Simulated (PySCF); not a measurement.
**Dipole response of W(2+) (tungsten, charge +2)**

[Xe] 4f14 5d4, high-spin 5D determinant. Computed with PySCF 2.14 in aug-cc-pwCVTZ-PP with ECP60MDF (8s8p7d4f3g, 122 functions), with scalar relativity through the core potential. Coupled (time-dependent) response in atomic units; α is the mean over directions.

```json
{"method": "UHF", "mean α (bohr³)": "12.26", "α xx, yy, zz": "11.35, 11.35, 14.10", "C₆ (like pair)": "72.15", "S(−4)": "61.24"}
{"method": "PBE", "mean α (bohr³)": "13.75", "α xx, yy, zz": "13.44, 13.44, 14.37", "C₆ (like pair)": "81.59", "S(−4)": "86.23"}
```

S(−4) is the Cauchy moment in α(ω) = α(0) + S(−4) ω² + …

Spin-orbit coupling is absent.

α(iu) at PBE:

```csv
u (hartree),α(iu) (bohr³)
0,13.75
0.0500,13.54
0.100,12.97
0.200,11.32
0.300,9.691
0.500,7.274
0.750,5.385
1.00,4.165
1.50,2.705
2.00,1.886
3.00,1.048
5.00,0.4469
```

For an ion, C₆ is the dispersion term alone; charge-induced terms of lower order in 1/R come first.

The components differ because the open shell of this determinant is not spherical; for a pure term their mean is the scalar polarisability.

Energies and moments cover only the electrons outside the core potential. Spin-orbit coupling, absent here, splits the open shell strongly.
